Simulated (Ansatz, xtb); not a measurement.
**Relaxing a trial structure of CH7BGaN**

The starting geometry of this gas-phase singlet was built from a drawn formula by distance geometry; its bonds are those of `[BH2][GaH][CH2]N`.

```yaml
atoms:
  - { symbol: C, position_ang: [-1.6244, 1.5823, -0.2052] }
  - { symbol: B, position_ang: [-0.5806, -1.7357, -0.1194] }
  - { symbol: Ga, position_ang: [-0.2367, 0.3009, 0.7156] }
  - { symbol: N, position_ang: [-2.6554, 1.8892, 0.7375] }
  - { symbol: H, position_ang: [0.3162, -2.1235, -0.8347] }
  - { symbol: H, position_ang: [-1.6772, -1.8487, -0.5585] }
  - { symbol: H, position_ang: [1.3217, 0.7302, 0.7168] }
  - { symbol: H, position_ang: [-0.8974, 2.4189, -0.4059] }
  - { symbol: H, position_ang: [-1.9246, 1.0379, -1.1430] }
  - { symbol: H, position_ang: [-2.8703, 2.9215, 0.7158] }
  - { symbol: H, position_ang: [-3.5148, 1.2898, 0.5614] }
```

Task: Predict what becomes of its bonds when it is optimised with r2SCAN-D4/def2-SVP.

Result: A new bond forms, giving a structure given below by its coordinates. Contacts that close: Ga3–N4 (2.89 → 2.16 Å).

The energy falls by 1.69 eV over 17 steps:

| step | E − E(last) (eV) |
| --- | --- |
| 1 | 1.690 |
| 3 | 0.665 |
| 5 | 0.283 |
| 6 | 0.161 |
| 8 | 0.043 |
| 10 | 0.026 |
| 12 | 0.005 |
| 13 | 0.002 |
| 15 | 0.000 |
| 17 | 0.000 |

Final geometry (Å):

```json
{"atom": "C", "x (Å)": "-1.4569", "y (Å)": "1.7718", "z (Å)": "-0.6249"}
{"atom": "B", "x (Å)": "-0.7326", "y (Å)": "-1.5236", "z (Å)": "-0.2126"}
{"atom": "Ga", "x (Å)": "-0.3132", "y (Å)": "0.4119", "z (Å)": "0.3070"}
{"atom": "N", "x (Å)": "-2.1876", "y (Å)": "1.4340", "z (Å)": "0.6285"}
{"atom": "H", "x (Å)": "0.1036", "y (Å)": "-2.3108", "z (Å)": "-0.5969"}
{"atom": "H", "x (Å)": "-1.8768", "y (Å)": "-1.9294", "z (Å)": "-0.2376"}
{"atom": "H", "x (Å)": "0.6685", "y (Å)": "1.1015", "z (Å)": "1.3085"}
{"atom": "H", "x (Å)": "-1.1250", "y (Å)": "2.8174", "z (Å)": "-0.6327"}
{"atom": "H", "x (Å)": "-2.0371", "y (Å)": "1.5352", "z (Å)": "-1.5250"}
{"atom": "H", "x (Å)": "-2.3156", "y (Å)": "2.2070", "z (Å)": "1.2781"}
{"atom": "H", "x (Å)": "-3.0708", "y (Å)": "0.9476", "z (Å)": "0.4879"}
```

From the same start GFN2-xTB reaches the same bonding as this run.

No frequencies were run, so the end isn't proven a minimum. Run with Ansatz 0.2.0, 24 s on 2 threads of Intel(R) Xeon(R) 6975P-C (Granite Rapids), with other jobs on the host.
